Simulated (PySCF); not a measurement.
Geometries of 2 isomers of C5H5BN2, from PBE0-D3(BJ)/def2-SVP geometry optimisation, gas phase in PySCF 2.14.0. One conformer each, no zero-point energy, no frequencies.

Task: Which is lower in electronic energy at this level?
A.
```xyz
13
angstrom
C     -1.829    1.591    1.895
C     -1.206    0.760    0.891
N     -0.706    0.102    0.093
B     -0.027   -0.782   -0.981
C      1.505   -0.463   -0.960
C      2.702   -0.211   -0.942
C      4.044    0.076   -0.916
N      5.181    0.327   -0.887
H     -2.319    0.961    2.651
H     -2.579    2.245    1.427
H     -1.064    2.212    2.383
H     -0.275   -1.936   -0.667
H     -0.558   -0.484   -2.040
```
B.
```xyz
13
angstrom
C      3.715    0.251   -0.431
N      2.545    0.154   -0.343
B      1.101    0.015   -0.236
C      0.328   -1.281   -0.241
C     -1.041   -1.207   -0.129
C     -1.726    0.033   -0.011
C     -1.024    1.208   -0.006
N      0.329    1.213   -0.113
H      0.802   -2.261   -0.329
H     -1.645   -2.121   -0.128
H     -2.812    0.062    0.077
H     -1.520    2.176    0.083
H      0.786    2.119   -0.103
```

Result: B. That is `[C-]#[N+]B1C=CC=CN1`, 87.2 kcal/mol below the other.

```
             SMILES                               atoms numbered as above      E (Eh)  relative (kcal/mol)  relative (kJ/mol)  dipole (D)
[C-]#[N+]B1C=CC=CN1  [C-:1]#[N+:2][B:3]1[CH:4]=[CH:5][CH:6]=[CH:7][NH:8]1  -327.31660                  0.0                0.0        4.76
CC#[N+][BH2-]C#CC#N     [CH3:1][C:2]#[N+:3][BH2-:4][C:5]#[C:6][C:7]#[N:8]  -327.17770                 87.2              364.7       11.12
```

As drawn, the lower has an N–H bond, which the higher lacks.
